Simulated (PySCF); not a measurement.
# Relaxation of singlet IRuN

Level of theory: PySCF, B3LYP, basis Ru def2-SVP with ECP28, N def2-SVP, I def2-SVP with ECP28 (scalar-relativistic core potentials, no spin–orbit coupling, density fitting). A (50,194) grid was used.

A hand-made linear start, of C∞v symmetry, held to at least that symmetry:

Coordinates in bohr (charge 0 multiplicity 1):
```
Ru    0.0000    0.0000   -2.3585
N     0.0000    0.0000   -5.6466
I     0.0000    0.0000    2.5170
```

(1) What forces act on the atoms at the start (eV/Å)?

(2) What does it relax to?

(3) How much energy is released, and in how many steps?

## Answers

(1) 
```tsv
atom	Fx	Fy	Fz
Ru1	0.00	0.00	-8.35
N2	0.00	0.00	7.71
I3	0.00	0.00	0.64
```

(2) It ends at C∞v with Ru–I 2.680 Å, Ru–N 1.555 Å; I–Ru–N 180.0°. A frequency run shows 2 imaginary modes (one degenerate set), down to 94i cm⁻¹, so it is a higher-order saddle point. Other isomers or separated fragments may lie lower.

(3) 84.5 kJ/mol in 5 steps.

The relaxation took about 30 core-seconds on a shared host.
